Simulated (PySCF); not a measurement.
ClH2SbTe2. Atoms are numbered in the order given.

```xyz
6

Sb     0.6940    -0.9055     0.0000
Cl    -1.1025    -2.5291     0.0000
Te    -0.1700     0.8601    -1.9970
H      0.5173    -0.1374    -3.1508
Te    -0.1700     0.8601     1.9970
H      0.5173    -0.1374     3.1508
```
Charge 0, spin multiplicity 1.

Coordinates come from a B3LYP-D3(BJ)/def2-SVP optimisation. The geometry has at least one imaginary mode, so it is a saddle point at that level. The def2 effective core potentials stand for the cores of Sb, Te; spin–orbit coupling is left out.

All values below come from B3LYP-D3(BJ)/def2-SVP (PySCF).

Frequencies are harmonic and unscaled.

List the normal modes with their intensities. (An estimate is asked for; the answer gives what the named calculation found.)


| mode | ν (cm⁻¹) | IR (km/mol) | moving atoms (share of kinetic energy) |
|---|---|---|---|
| 1 | 120i | 0.0 | H 98 % |
| 2 | 53 | 0.1 | Te 81 %, Sb 13 % |
| 3 | 76 | 1.1 | Cl 71 %, Te 24 % |
| 4 | 93 | 1.2 | Cl 56 %, Sb 24 %, Te 20 % |
| 5 | 173 | 3.0 | H 89 % |
| 6 | 181 | 9.6 | Sb 54 %, Te 46 % |
| 7 | 187 | 5.8 | Sb 48 %, Te 39 %, H 12 % |
| 8 | 334 | 56.8 | Cl 77 %, Sb 23 % |
| 9 | 508 | 4.3 | H 99 % |
| 10 | 583 | 1.8 | H 98 % |
| 11 | 2096 | 42.3 | H 99 % |
| 12 | 2097 | 28.0 | H 99 % |
